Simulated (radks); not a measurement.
Q: Isoelectronic series with 16 electrons, each ion in its NIST ground configuration. Calculated with a radial shooting solver on a logarithmic mesh with Libxc functionals: Dirac Kohn-Sham, PBE, spin-unpolarised, spherical densities, finite nucleus; open shells fill j = l - 1/2 first; Fermi nuclear charge, rms radius of each element as measured or else 0.836 A^(1/3) + 0.57 fm. Total energies (hartree) and orbital eigenvalues (hartree):

ion,configuration,E (hartree),3p3/2,3p1/2
S,[Ne] 3s2 3p4,-399.04856,-0.25617,-0.25924
K3+,[Ne] 3s2 3p4,-599.04164,-2.00831,-2.02037
Ti6+,[Ne] 3s2 3p4,-842.12322,-4.84598,-4.87693
Mn9+,[Ne] 3s2 3p4,-1128.50552,-8.71767,-8.78249
Ni12+,[Ne] 3s2 3p4,-1458.53898,-13.60939,-13.72929
Ga15+,[Ne] 3s2 3p4,-1832.66130,-19.51662,-19.72022
Se18+,[Ne] 3s2 3p4,-2251.38921,-26.43869,-26.76329
Rb21+,[Ne] 3s2 3p4,-2715.31616,-34.37687,-34.86984
Zr24+,[Ne] 3s2 3p4,-3225.11421,-43.33372,-44.05394
Tc27+,[Ne] 3s2 3p4,-3781.53796,-53.31270,-54.33219
Pd30+,[Ne] 3s2 3p4,-4385.43552,-64.31799,-65.72368
In33+,[Ne] 3s2 3p4,-5037.75272,-76.35447,-78.25011
Te36+,[Ne] 3s2 3p4,-5739.53609,-89.42758,-91.93592
Ce42+,[Ne] 3s2 3p4,-7296.3218,-118.7085,-122.8987
Pm45+,[Ne] 3s2 3p4,-8154.0554,-134.9300,-140.2406
Gd48+,[Ne] 3s2 3p4,-9066.7314,-152.2158,-158.8726
Ho51+,[Ne] 3s2 3p4,-10036.1985,-170.5740,-178.8374
Yb54+,[Ne] 3s2 3p4,-11064.3747,-190.0136,-200.1827
Ta57+,[Ne] 3s2 3p4,-12153.5356,-210.5438,-222.9622

Estimate the row of Cs39+ ([Ne] 3s2 3p4).

A: E (hartree) -6491.9618; 3p3/2 -103.5434; 3p1/2 -106.8086.
